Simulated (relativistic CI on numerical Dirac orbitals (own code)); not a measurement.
## Line list: Electric-dipole lines, Xe21+

Calculated at this level of theory: Dirac-Coulomb-Breit CI, KLI orbitals optimised for each configuration, model QED, unscaled Slater integrals (own radial code, finite nucleus).

Configuration list (outside the closed core [Ar] 3d10): 4s²4p³, 4s4p⁴, 4s²4p²4d, 4p⁵, 4s4p³4d, 4s²4p²4f, 4s4p³4f, 4p⁴4d, 4s4p²4d², 4s²4p4d4f, 4p⁴4f, 4s²4p²5s, 4s²4p²5p, 4p⁴5s, 4p³4d4f, 4s4p²4d5s, 4s4p³5s, 4s²4p²5d, 4s4p²4f², 4s²4p4f5s, 4s4p³5p, 4s²4p²5f, 4s²4p²5g, 4s4p³5d, 4s²4p²6s, 4s²4p²6p, 4p³4f5s, 4s²4p4d², 4s²4d³, 4s4p4d³, 4s²4d²4f, 4s4p4d²4f, 4s²4d²5s, 4p³4d², 4p²4d³, 4p²4d²4f, 4p²4d²5s, 4s²4p4f², 4s²4d4f², 4s4p4d4f², 4s²4f³, 4s4p4f³, 4s²4f²5s, 4p³4f², 4p²4d4f², 4p²4f³, 4p²4f²5s, 4s4p²4d4f, 4s4p4d4f5s, 4s²4p4d5s, 4s4p4d²5s, 4s²4d4f5s, 4s²4d5s², 4p³4d5s, 4p²4d4f5s, 4p²4d5s², 4s4p²4f5s, 4s4p4f²5s, 4s4p4f5s², 4s²4p5s², 4s4p4d5s², 4s²4f5s². Double excitations out of closed p, d and f shells are left out; levels of such configurations are missing from the list, as are those of other unlisted configurations, and high levels can miss mixing partners. These lack a partner that the ground configuration has and come out too high: 4s²4p²5p, 4s²4p²5d, 4s4p³5p, 4s²4p²5f, 4s²4p²5g.

| λ vac (Å) | Lower | Upper | A (s⁻¹) | gf | Branching (%) |
| --- | --- | --- | --- | --- | --- |
| 106.02 | 4s²4p³ ⁴S°3/2 [1] | 4s²4p²4d ²D5/2 [29] | 1.31e+11 | 1.32e+00 | 33.5 |
| 108.36 | 4s4p⁴ ⁴P5/2 [6] | 4s4p³4d ²F°7/2 [83] | 1.32e+11 | 1.85e+00 | 83.9 |
| 109.14 | 4s²4p²4d ⁴F3/2 [11] | 4s²4p4d² ⁴F°3/2 [121] | 2.92e+11 | 2.09e+00 | 68.1 |
| 109.86 | 4s4p⁴ ⁴P5/2 [6] | 4s4p³4d ⁴D°7/2 [80] | 1.65e+11 | 2.39e+00 | 78.4 |
| 110.51 | 4s²4p³ ²D°5/2 [3] | 4s²4p²4d ²F7/2 [37] | 4.84e+11 | 7.09e+00 | 100.0 |
| 110.83 | 4s²4p²4d ⁴F5/2 [13] | 4s²4p²4f ⁴G°7/2 [128] | 2.27e+11 | 3.34e+00 | 75.1 |
| 110.85 | 4s²4p³ ⁴S°3/2 [1] | 4s²4p²4d ⁴P1/2 [27] | 3.51e+11 | 1.29e+00 | 95.6 |
| 110.91 | 4s4p⁴ ²D5/2 [10] | 4s4p³4d ²F°7/2 [113] | 4.57e+11 | 6.74e+00 | 95.9 |
| 111.01 | 4s²4p³ ⁴S°3/2 [1] | 4s²4p²4d ⁴P3/2 [26] | 2.60e+11 | 1.92e+00 | 75.6 |
| 111.13 | 4s²4p³ ²D°3/2 [2] | 4s²4p²4d ²D5/2 [35] | 1.99e+11 | 2.21e+00 | 48.2 |
| 111.28 | 4s²4p²4d ⁴F9/2 [20] | 4s²4p²4f ⁴G°11/2 [156] | 3.34e+11 | 7.45e+00 | 98.6 |
| 111.54 | 4s4p⁴ ⁴P3/2 [7] | 4s4p³4d ⁴D°5/2 [90] | 1.42e+11 | 1.58e+00 | 55.0 |
| 111.92 | 4s²4p³ ⁴S°3/2 [1] | 4s²4p²4d ⁴P5/2 [25] | 2.85e+11 | 3.22e+00 | 78.0 |
| 111.98 | 4s²4p³ ²D°3/2 [2] | 4s²4p²4d ²D3/2 [34] | 2.85e+11 | 2.14e+00 | 73.2 |
| 112.00 | 4s²4p²4d ⁴F7/2 [17] | 4s²4p²4f ²G°9/2 [146] | 1.39e+11 | 2.61e+00 | 65.8 |
| 112.08 | 4s4p³4d ²G°9/2 [67] | 4s4p²4d² ⁴G11/2 [399] | 3.52e+11 | 7.96e+00 | 77.4 |
| 112.47 | 4s²4p²4d ⁴F3/2 [11] | 4s²4p²4f ⁴G°5/2 [116] | 1.99e+11 | 2.26e+00 | 56.7 |
| 112.85 | 4s²4p³ ²P°1/2 [4] | 4s²4p²4d ²P3/2 [38] | 2.53e+11 | 1.94e+00 | 76.4 |
| 112.92 | 4s4p⁴ ²D5/2 [10] | 4s4p³4d ²D°5/2 [110] | 1.80e+11 | 2.06e+00 | 50.7 |
| 114.10 | 4s²4p²4d ²D5/2 [29] | 4s²4p4d² ²G°7/2 [177] | 4.94e+11 | 7.71e+00 | 75.0 |
| 114.25 | 4s²4p²4d ⁴F9/2 [20] | 4s²4p4d² ⁴F°9/2 [150] | 2.64e+11 | 5.17e+00 | 60.2 |
| 114.43 | 4s²4p³ ²D°5/2 [3] | 4s²4p²4d ²D5/2 [35] | 1.99e+11 | 2.35e+00 | 48.2 |
| 114.48 | 4s4p⁴ ⁴P5/2 [6] | 4s4p³4d ²G°7/2 [71] | 9.97e+10 | 1.57e+00 | 77.1 |
| 114.76 | 4s4p⁴ ⁴P5/2 [6] | 4s4p³4d ⁴P°5/2 [69] | 1.88e+11 | 2.23e+00 | 78.3 |
| 115.27 | 4s²4p²4d ⁴F7/2 [17] | 4s²4p4d² ⁴F°7/2 [140] | 2.28e+11 | 3.64e+00 | 62.1 |
| 115.30 | 4s²4p²4d ²F7/2 [37] | 4s²4p4d² ²G°9/2 [203] | 7.96e+11 | 1.59e+01 | 96.6 |
| 115.68 | 4s²4p²4d ⁴P5/2 [25] | 4s²4p4d² ⁴D°7/2 [161] | 3.80e+11 | 6.10e+00 | 65.6 |
| 115.71 | 4s²4p²4d ²F5/2 [15] | 4s²4p²4f ²G°7/2 [133] | 1.87e+11 | 3.00e+00 | 60.6 |
| 115.81 | 4s4p⁴ ⁴P3/2 [9] | 4s4p³4d ²D°5/2 [99] | 1.60e+11 | 1.93e+00 | 47.2 |
| 115.89 | 4s²4p²4d ⁴P3/2 [26] | 4s²4p4d² ⁴D°5/2 [163] | 3.02e+11 | 3.65e+00 | 44.1 |
| 115.99 | 4s²4p²4d ²G9/2 [32] | 4s²4p²4f ²H°11/2 [181] | 3.57e+11 | 8.63e+00 | 91.4 |
| 116.56 | 4s²4p²4d ²G7/2 [24] | 4s²4p²4f ²H°9/2 [158] | 2.43e+11 | 4.94e+00 | 65.4 |
| 117.11 | 4s²4p²4d ²D5/2 [35] | 4s²4p²4f ²F°7/2 [190] | 4.90e+11 | 8.07e+00 | 74.1 |
| 117.26 | 4s²4p²4d ²F7/2 [30] | 4s²4p4d² ²G°9/2 [173] | 2.80e+11 | 5.76e+00 | 67.9 |
| 117.97 | 4s²4p²4d ²D3/2 [40] | 4s²4p²4f ²F°5/2 [214] | 4.79e+11 | 5.99e+00 | 73.3 |
| 117.97 | 4s²4p²4d ⁴D7/2 [19] | 4s²4p²4f ²G°9/2 [136] | 1.39e+11 | 2.89e+00 | 61.9 |
| 119.46 | 4s²4p²4d ²D5/2 [41] | 4s²4p4d² ²F°7/2 [216] | 7.06e+11 | 1.21e+01 | 93.8 |
| 119.56 | 4s²4p³ ²D°3/2 [2] | 4s²4p²4d ²D5/2 [29] | 1.79e+11 | 2.31e+00 | 45.8 |
| 119.57 | 4s²4p²4d ⁴F7/2 [17] | 4s²4p²4f ⁴G°9/2 [131] | 1.51e+11 | 3.23e+00 | 62.1 |
| 119.69 | 4s²4p²4d ²P3/2 [38] | 4s²4p4d² ²D°5/2 [199] | 4.54e+11 | 5.85e+00 | 76.1 |
| 119.92 | 4s²4p³ ²P°3/2 [5] | 4s²4p²4d ²D5/2 [41] | 4.05e+11 | 5.24e+00 | 93.4 |
| 122.32 | 4s²4p³ ²P°3/2 [5] | 4s²4p²4d ²D3/2 [40] | 2.20e+11 | 1.97e+00 | 60.3 |
| 123.39 | 4s²4p³ ²D°5/2 [3] | 4s²4p²4d ²D5/2 [29] | 7.95e+10 | 1.09e+00 | 20.3 |
| 126.71 | 4s²4p³ ²P°1/2 [4] | 4s²4p²4d ²P1/2 [31] | 2.51e+11 | 1.21e+00 | 76.3 |
| 127.37 | 4s²4p³ ²P°3/2 [5] | 4s²4p²4d ²S1/2 [39] | 2.71e+11 | 1.32e+00 | 80.8 |

Terms are leading LS components. Brackets give the number of a level in order of energy, since labels repeat. The list gives strong lines, with weight on those to low levels, without lines whose two gauges differ by over a factor of 2.5, among the lowest 400 of 11766 levels, so that lines to higher ones, which can be the strongest, are missing. Levels whose partners in the same complex of configurations lie outside the list can be far off, and so can their lines. Rates are taken at the computed energies, electric ones in the length gauge.

At this charge energies of transitions that change n are usually good to better than 1 %, and those within a shell (Δn = 0) to a few per cent.

LS names give the leading component of a level, which can be under half, so a name can repeat, a term be missing and a line seem to break the LS rules.
